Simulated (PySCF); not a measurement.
# Reading the logs of faulty runs: BCGeH6O

Calculated results; nothing here was measured. They come from PySCF 2.14.0, an open-source quantum chemistry program, on an isolated molecule that a program drew, which may never have been made. The molecule is BCGeH6O (charge 0, doublet), drawn as the SMILES string `[CH2]O[BH][GeH3]`.

Each row is a Hartree-Fock (HF) and frozen-core CCSD(T) single point in the cc-pVDZ basis, meant for a local HF minimum. Run 1 is clean. Each other run has one planted mistake out of seven kinds, and not every kind appears here: one electron removed, one electron added, multiplicity raised by two, geometry at a saddle point, minimal basis STO-3G, one bond length entered in bohr, all coordinates scaled. The reference is restricted for singlets and unrestricted otherwise, and also for a bond in bohr. Adding or removing an electron swaps singlet and doublet. Electrons count all cores. HOMO and LUMO are orbital energies over both spins, the gradient is its largest component, and the lowest frequency (negative if imaginary) is given only where the gradient is small. Bond lengths are over the 9 bonds as drawn. T1 is the CCSD diagnostic: over 0.02 (restricted) or 0.045 (unrestricted) a single reference is doubtful. Germanium has the cc-pVDZ-PP basis, with a core potential (ECP10MDF) in place of its 10 inner electrons, and its 3s, 3p and 3d shells are frozen in CCSD(T).

Geometry of the clean run:
```xyz
10
BCGeH6O, angstrom
C     0.6461   -0.5872   -2.4943
O     1.5322    0.3861   -2.1485
B     1.7403    0.8696   -0.9057
Ge    0.7343    0.2122    0.8246
H     0.3628   -1.3105   -1.7401
H     0.6819   -0.8598   -3.5382
H     2.5600    1.7434   -0.8340
H     0.8132   -1.3126    1.0111
H    -0.7571    0.5819    0.7768
H     1.3408    0.8654    2.0729
```

| run | electrons | basis functions | <S^2> | HOMO (eV) | LUMO (eV) | gradient (hartree/bohr) | lowest frequency (cm^-1) | mean bond (Å) | longest bond (Å) | T1 | HF (hartree) | CCSD(T) (hartree) | mistake |
|---|---|---|---|---|---|---|---|---|---|---|---|---|---|
| 1 | 57 | 95 | 0.760 | -9.91 | 2.26 | 7.1e-06 | 40 | 1.4210 | 2.107 | 0.0187 | -434.25682 | -434.80799 | no fault |
| 2 | 58 | 95 | 0.000 | 0.02 | 7.44 | 5.3e-02 | - | 1.4210 | 2.107 | 0.0418 | -434.18770 | -434.80205 | one electron added |
| 3 | 57 | 95 | 0.759 | -9.60 | 2.46 | 5.7e-02 | - | 1.3386 | 1.985 | 0.0175 | -434.22125 | -434.76396 | all coordinates scaled |
| 4 | 56 | 95 | 0.000 | -15.77 | -6.54 | 1.3e-01 | - | 1.4210 | 2.107 | 0.0228 | -433.95508 | -434.49913 | one electron removed |
| 5 | 57 | 95 | 3.772 | -6.02 | -1.68 | 3.5e-02 | - | 1.4210 | 2.107 | 0.0244 | -434.09348 | -434.63833 | ? |
| 6 | 57 | 95 | 1.276 | -10.20 | 1.79 | 3.4e-02 | - | 1.5277 | 2.107 | 0.0647 | -434.11643 | -434.67253 | ? |

**Which mistake was planted in run 5, and what did it cost?**

Electrons, basis and geometry are unchanged, and <S^2> is 3.772, beside S(S+1) = 3.75 for a multiplicity of 4. So the mistake is: multiplicity raised by two. Subtracting run 1 and multiplying by 627.51 kcal/mol a hartree, the energy moved by 102.5 kcal/mol in HF and 106.5 kcal/mol in CCSD(T).

**Which mistake was planted in run 6, and what did it cost?**

The mean bond changes by a factor of 1.075 and the longest by 1.000, so the molecule wasn't scaled as a whole. A length L in bohr read as angstrom grows by (1/0.5292 - 1) L = 0.890 L. The 9 bonds together grew by 9 x 0.1067 = 0.960 Å, which gives L = 1.079 Å. That is the length of one of the C-H bonds, 1.080 Å in the clean geometry. So the mistake is: one bond length entered in bohr. Subtracting run 1 and multiplying by 627.51 kcal/mol a hartree, the energy moved by 88.1 kcal/mol in HF and 85.0 kcal/mol in CCSD(T).

Cautions from the logs. Run 2: T1 is over the limit, so its CCSD(T) energy is less reliable and the HOMO is above zero, so the electron isn't bound and the energy depends on the basis; run 4: T1 is over the limit, so its CCSD(T) energy is less reliable; run 6: T1 is over the limit, so its CCSD(T) energy is less reliable.
